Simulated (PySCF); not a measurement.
TaOF3, SMILES [O]=[Ta]([F])([F])[F], multiplicity 1. Geometry optimised at PBE-D3(BJ)/def2-SVP. The multiplicity is an assumed one; other spin states were not compared. The isomer is the one that the SMILES or the coordinates give; other isomers of the formula were not compared. The def2 effective core potentials stand for the cores of Ta; spin–orbit coupling is left out.

### Question
Give the equilibrium geometry at PBE-D3(BJ)/def2-SVP (PySCF confirms it by a frequency run) as Cartesian coordinates in Å, and its point group. (The exact figures need the calculation; the answer reports its results.)

### Answer
point group C3v.
```xyz
5

Ta     0.0000     0.0000    -0.0055
O      0.0000     0.0000    -1.7338
F     -1.5671    -0.9048     0.5287
F      0.0000     1.8096     0.5287
F      1.5671    -0.9048     0.5287
```
